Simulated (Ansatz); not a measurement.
One change: `[F][GeH2][SiH2]S` becomes `O[SiH2][GeH2][F]`.

Ansatz, PBE0-D4/def2-TZVP geometries, multiplicity 1. Each molecule was computed in one conformer, which needn't be the lowest.

Scalar relativity is left out up to krypton.

```
                               property  `[F][GeH2][SiH2]S`
    LUMO energy (B3LYP/def2-TZVPP) / eV               -0.94
HOMO–LUMO gap (ωB97M-V/def2-TZVPP) / eV               10.71
    HOMO–LUMO gap (PBE/def2-TZVPP) / eV                4.76
   HOMO–LUMO gap (PBE0/def2-TZVPP) / eV                6.78
     HOMO energy (PBE0/def2-TZVPP) / eV               -7.51
      HOMO energy (PBE/def2-TZVPP) / eV               -6.34
```

(1) What does the change do to each property? (Best estimate.)

Answers

(1) Ansatz gave: 
```
                               property  `O[SiH2][GeH2][F]`  shift
    LUMO energy (B3LYP/def2-TZVPP) / eV               -1.41  -0.47
HOMO–LUMO gap (ωB97M-V/def2-TZVPP) / eV               10.94   0.23
    HOMO–LUMO gap (PBE/def2-TZVPP) / eV                5.01   0.25
   HOMO–LUMO gap (PBE0/def2-TZVPP) / eV                7.08   0.30
     HOMO energy (PBE0/def2-TZVPP) / eV               -8.26  -0.75
      HOMO energy (PBE/def2-TZVPP) / eV               -7.03  -0.69
```

With PBE0 the HOMO falls by 0.75 eV and the LUMO falls by 0.44 eV, so the gap widens by about 0.31 eV. PBE moves the HOMO by -0.69 eV and ωB97M-V by -0.72 eV.

B3LYP here is the variant with VWN-RPA as its local correlation; programs differ in this.
